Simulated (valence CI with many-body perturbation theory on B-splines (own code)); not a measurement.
## Questions on Tc³⁰⁺

Level of theory: relativistic CI+MBPT: three valence electrons over a frozen Dirac-Fock core [Ne], radial functions for each j: 11 s, 11 p, 10 d, 8 f, 5 g, 2 h, with the one-electron correlation potential Σ1 (screened to all orders), the two-electron term Σ2, the three-electron term Σ3, Breit, model QED; selected single and double excitations, second order for the rest, scaled by the run's own slope (own B-spline code, finite nucleus).

No measured spectrum was set against this ion. As an estimate, large intervals hold to a few tenths of a per cent, small ones and those within an open d or f shell to about a per cent.

Levels are named by their leading jj configuration (3d3/2^4 stands for four electrons in 3d with j = 3/2), which in mixed levels can hold well under half, so a name can repeat and another be missing.

Rates and lifetimes use the calculated energies. Strong lines usually hold to 10 to 20 %, long lifetimes can be off by a factor of two.

Problem. What is the ground level?

Solution. (3s^2 3p1/2) J=1/2, composition 98 % 3s²3p ²P°, g = 0.661.

Problem. What is the ionisation energy?

Solution. 1704.8 eV; NIST lists 1689 ± 8 eV (semi-empirical).

Problem. How well does LS coupling describe the low levels?

Solution. Among the lowest 20 levels the leading LS term, summed over configurations, holds 72 % on average. For single configurations the figures are 67 % in LS and 78 % in jj coupling. Terms mix most in the J = 3/2 level at 1469.2 × 10³ cm⁻¹, where the leading one holds 42 %.

Problem. Where does the other parity begin?

Solution. At (3s 3p1/2^2) J=1/2, 562.05 × 10³ cm⁻¹.

Problem. Among levels below 6738.5 × 10³ cm⁻¹, which E1 lines absorb most strongly from the ground level?

Solution. to (3s^2 3d3/2) J=3/2 at 8.781 nm, f = 0.311; to (3s 3p1/2 3p3/2) J=1/2 at 10.67 nm, f = 0.203; to (3s 3p1/2 3p3/2) J=3/2 at 11.58 nm, f = 0.0972.

Problem. Name the longest-lived excited levels whose lifetime is computed, and their main decay.

Solution. (3s 3p3/2 3d5/2) J=9/2 at 1830.5 × 10³ cm⁻¹ lives 15.2 μs, mostly by M1 to (3s 3p1/2 3d5/2) J=7/2; (3s^2 3p3/2) J=3/2 at 228.20 × 10³ cm⁻¹ lives 9.35 μs, mostly by M1 to (3s^2 3p1/2) J=1/2; (3s 3p1/2 3p3/2) J=3/2 at 709.45 × 10³ cm⁻¹ lives 3.08 ns, mostly by E1 to (3s^2 3p3/2) J=3/2.
